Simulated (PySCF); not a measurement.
Vibration and rotation of RbO

UHF-CCSD(T) constants of RbO, ²Π (doublet), unpaired electrons π ↑ (Rb def2-SVPD with ECP28, O def2-SVPD; scalar-relativistic core potentials (PySCF 2.14); masses 84.9118 and 15.9949 u):

```
ωe              : 332.0 cm⁻¹
ωexe            : 1.82 cm⁻¹
Be              : 0.19407 cm⁻¹
αe              : 0.00156 cm⁻¹
D (centrifugal) : 2.65e-07 cm⁻¹
De to Rb + O    : 2.46 eV
```

Question: Give the vibrational terms G(v) and spacings up to v = 6.

Answer: G(v) = ωe(v+½) − ωexe(v+½)².

```csv
v,G(v) (cm⁻¹),G(v) − G(v−1),Bv (cm⁻¹)
0,165.5,,0.1933
1,493.9,328.4,0.1917
2,818.6,324.7,0.1902
3,1139.7,321.1,0.1886
4,1457.1,317.4,0.1870
5,1770.9,313.8,0.1855
6,2081.1,310.2,0.1839
```

Question: How well does the Morse estimate ωe²/(4ωexe) reproduce De, and what is D0?

Answer: It gives 1.88 eV, 76 % of the computed De. D0 = De − G(0) = 2.46 − 0.02 = 2.44 eV.

Correlated steps freeze 1 core orbital. Correlated levels converge slowly with the basis: in double zeta they bind strong bonds too weakly, by up to about 1 eV, and carry superposition errors of some tenths. Spin–orbit coupling is left out. The state was picked by a PBE0 search and need not be the measured ground state.
